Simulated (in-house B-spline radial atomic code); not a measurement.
Ar⁸⁺. Computed with a B-spline radial atomic code. Model: all-electron spherical atom, spin shells full or empty, radial basis limit, no spin-orbit coupling: exact exchange with a local potential (Slater, KLI or optimised effective potential, whose far tail is KLI's), no correlation.

Exchange potential has not reached -1/r at the last radius.

The run also made RPA and GW results, which its time includes.

The Slater potential averages the orbital exchange potentials with the orbital densities as weights, KLI adds orbital constants, and the optimised effective potential minimises the exact-exchange energy among local potentials. So their energies lie above Hartree-Fock in the order OEP, KLI, Slater. All fall off as −1/r, unlike LDA and GGA exchange.

Command:
```bash
python run_gw.py task.json out
```
Settings (nuclear radius in fm, other lengths in bohr, energies in hartree):
```
Z                      18
electrons              10
configuration          [He] 2s2 2p6
hamiltonian            x2c
method                 slater
lmax                   9
rms_radius             3.4274
spin_polarised         False
box_radius             7.7
intervals              98
```

Time taken, with all properties: 2.8 s on 1 thread of Arm Neoverse N1, on a shared host.

Given: hamiltonian one-electron scalar X2C; mean-field start Slater potential.

Computed: energy above Hartree-Fock 41.89 millihartree.

| radius (bohr) | r times exchange potential (hartree bohr) |
| --- | --- |
| 0.00278 | -0.05123 |
| 0.00329 | -0.060583 |
| 0.0039 | -0.071743 |
| 0.00463 | ? |
| 0.00548 | -0.10048 |
| 0.0065 | -0.11888 |
| 0.0077 | ? |
| 0.00913 | -0.16565 |
| 0.0108 | -0.19475 |
| 0.0128 | -0.22892 |
| 0.0152 | -0.26886 |
| 0.018 | -0.31385 |
| 0.0214 | -0.36602 |
| 0.0253 | -0.42239 |
| 0.03 | -0.4853 |
| 0.0356 | -0.55308 |
| 0.0422 | -0.62324 |
| 0.05 | -0.69335 |
| 0.0592 | -0.75965 |
| 0.0702 | -0.81802 |
| 0.0832 | -0.86125 |
| 0.0987 | -0.88222 |
| 0.117 | -0.87722 |
| 0.139 | -0.86011 |
| 0.164 | -0.86776 |
| 0.195 | -0.92984 |
| 0.231 | -1.0357 |
| 0.274 | -1.1597 |
| 0.324 | -1.2723 |
| 0.384 | -1.3574 |
| 0.456 | -1.4019 |
| 0.54 | -1.404 |
| 0.64 | -1.3734 |
| 0.759 | -1.3242 |
| 0.899 | -1.2703 |
| 1.07 | -1.2184 |
| 1.26 | -1.1762 |

Task: What belongs in the row 0.00463?

Result: r times exchange potential (hartree bohr): -0.085056.

Task: What belongs in the row 0.0077?

Result: r times exchange potential (hartree bohr): -0.14035.

```csv
occupied,level (hartree),Hartree-Fock level (hartree)
1s,-124.33,-125.5
2s,-18.223,-18.396
2p,-15.844,-15.615
```

| empty | level (hartree) |
| --- | --- |
| 3s | -6.4268 |
| 3p | -5.7866 |
| 3d | -4.9296 |
| 4s | -3.272 |
| 4p | -3.0261 |
| 4d | ? |
| 4f | -2.6114 |

Task: What belongs in the row 4d?

Result: level (hartree): -2.7077.

The highest level, 2p, differs from Hartree-Fock by -6.2 eV and the deepest, 1s, by +31.8 eV: the Slater potential lacks the response part and is deeper than the optimised one throughout, so the top level comes too deep.
